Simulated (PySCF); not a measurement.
C7H11PS.
Bonds: C1–C2, C2–P3 (aromatic), P3–C4 (aromatic), C4–C5 (aromatic), C5–C6, C6–C7, C6–C8, C5–S9 (aromatic), C2–S9 (aromatic). Hydrogens: H10, H11, H12 on C1; H13 on C4; H14 on C6; H15, H16, H17 on C7; H18, H19, H20 on C8.

The same species was optimised twice, with GFN2-xTB and with PBE0-D3(BJ)/def2-SVP (PySCF), and the same property calculations (PySCF, gas phase) were run on both structures.

```
     coordinate  GFN2-xTB  PBE0-D3(BJ)/def2-SVP  change
      C4–C5 (Å)     1.354                 1.369  +0.015
      C2–S9 (Å)     1.730                 1.716  -0.014
      C5–C6 (Å)     1.502                 1.511  +0.009
      C5–S9 (Å)     1.730                 1.722  -0.008
      C2–P3 (Å)     1.713                 1.719  +0.006
      C1–C2 (Å)     1.492                 1.497  +0.005
      P3–C4 (Å)     1.765                 1.770  +0.005
      C6–C7 (Å)     1.530                 1.527  -0.003
      C6–C8 (Å)     1.530                 1.529  -0.001
   C2–S9–C5 (°)      95.9                  97.7    +1.8
   P3–C2–S9 (°)     116.9                 115.8    -1.1
   C1–C2–S9 (°)     117.9                 118.8    +0.9
   C7–C6–C8 (°)     110.9                 111.8    +0.9
   C4–C5–S9 (°)     115.2                 114.3    -0.9
   C5–C6–C7 (°)     110.5                 111.3    +0.8
   C2–P3–C4 (°)      93.4                  94.2    +0.8
   C4–C5–C6 (°)     126.9                 127.5    +0.6
C4–C5–C6–C7 (°)       -62                   -56      +6
```

Rotational constants: A = 2319, B = 764.9, C = 658.5 MHz (GFN2-xTB) against A = 2325, B = 755.9, C = 652.2 MHz (PBE0-D3(BJ)/def2-SVP).

On the GFN2-xTB structure: HOMO (eV) -6.45 [PBE0/pcSseg-1]; LUMO (eV) -1.09 [PBE0/pcSseg-1]; dipole (D) 1.57 [PBE0/pcSseg-1]; GIAO shielding of C1 (ppm) 165.7 [PBE0/pcSseg-1]; GIAO shielding of C2 (ppm) -4.1 [PBE0/pcSseg-1]; GIAO shielding of P3 (ppm) 83.7 [PBE0/pcSseg-1]; GIAO shielding of C4 (ppm) 44.9 [PBE0/pcSseg-1]; GIAO shielding of C5 (ppm) 12.3 [PBE0/pcSseg-1]; GIAO shielding of C6 (ppm) 152.5 [PBE0/pcSseg-1]; GIAO shielding of C7/C8 (mean) (ppm) 159.0 [PBE0/pcSseg-1]; GIAO shielding of S9 (ppm) 163.6 [PBE0/pcSseg-1].

What do these properties become on the PBE0-D3(BJ)/def2-SVP structure?

| property | level | on GFN2-xTB | on PBE0-D3(BJ)/def2-SVP | change |
| --- | --- | --- | --- | --- |
| HOMO (eV) | PBE0/pcSseg-1 | -6.45 | -6.48 | -0.03 |
| LUMO (eV) | PBE0/pcSseg-1 | -1.09 | -1.09 | 0.00 |
| dipole (D) | PBE0/pcSseg-1 | 1.57 | 1.62 | +0.05 |
| energy, GFN2-xTB geometry as zero (kcal/mol) | PBE0/pcSseg-1 | 0.0 | -0.6 | -0.6 |
| GIAO shielding of C1 (ppm) | PBE0/pcSseg-1 | 165.7 | 164.8 | -0.9 |
| GIAO shielding of C2 (ppm) | PBE0/pcSseg-1 | -4.1 | -0.6 | +3.5 |
| GIAO shielding of P3 (ppm) | PBE0/pcSseg-1 | 83.7 | 75.7 | -8.0 |
| GIAO shielding of C4 (ppm) | PBE0/pcSseg-1 | 44.9 | 40.7 | -4.2 |
| GIAO shielding of C5 (ppm) | PBE0/pcSseg-1 | 12.3 | 11.7 | -0.6 |
| GIAO shielding of C6 (ppm) | PBE0/pcSseg-1 | 152.5 | 151.7 | -0.8 |
| GIAO shielding of C7/C8 (mean) (ppm) | PBE0/pcSseg-1 | 159.0 | 157.4 | -1.6 |
| GIAO shielding of S9 (ppm) | PBE0/pcSseg-1 | 163.6 | 163.4 | -0.2 |

The heavy atoms differ by 0.070 Å rms after alignment. Among bonds between heavy atoms C2–S9 and C4–C5 change most and about equally (-0.014 to +0.015 Å). Changes are differences of the printed values. Neither structure is proved a minimum here.

The values belong to the conformer `[CH3:1][c:2]1[p:3][cH:4][c:5]([CH:6]([CH3:7])[CH3:8])[s:9]1`: C4–C5–C6–C7 -56°.
